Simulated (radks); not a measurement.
All-electron atom: S I in [Ne] 3s2 3p3 5d1 (not the ground configuration). Calculated with a radial shooting solver on a logarithmic mesh with Libxc functionals: Dirac Kohn-Sham, PBE, spin-unpolarised, spherical densities, finite nucleus; open shells fill j = l - 1/2 first; Fermi nuclear charge, rms radius 3.2611 fm.

Radial electron density D(r) = 4 pi r^2 rho(r):

```
   r/bohr * D(r) (the largest magnitude, 18.4, reaches the edge; | marks zero)
  0.01324 |           *
  0.01554 |              *
  0.01809 |                  *
  0.02123 |                      *
  0.02491 |                            *
  0.02924 |                                 *
  0.03431 |                                       *
  0.04026 |                                             *
  0.04725 |                                                 *
  0.05544 |                                                     *
  0.06506 |                                                      *
  0.07635 |                                                     *
   0.0896 |                                                  *
   0.1051 |                                             *
   0.1234 |                                        *
   0.1448 |                                    *
   0.1699 |                                   *
   0.1994 |                                      *
    0.234 |                                           *
   0.2746 |                                                *
   0.3223 |                                                    *
   0.3782 |                                                   *
   0.4438 |                                             *
   0.5167 |                                    *
   0.6063 |                         *
   0.7115 |               *
   0.8349 |          *
   0.9798 |        *
     1.15 |        *
    1.349 |         *
    1.583 |         *
    1.858 |       *
    2.181 |     *
    2.559 |  *
    3.003 | *
    3.524 |*
    4.136 *
    4.853 *
    5.695 *
    6.683 *
    7.843 *
    9.204 *
     10.8 *
    12.67 *
    14.76 *
    17.32 *
    20.32 *
    23.85 *
    27.98 *
    32.84 *
    38.54 *
    45.22 *
```

D(r) has 5 maxima, at r = 0.0656, 0.341, 1.43, 9.66, 26.0 bohr, and minima at 0.163, 1.02, 5.93 bohr, inside which lie 2.18, 10.38, 15.02 electrons.
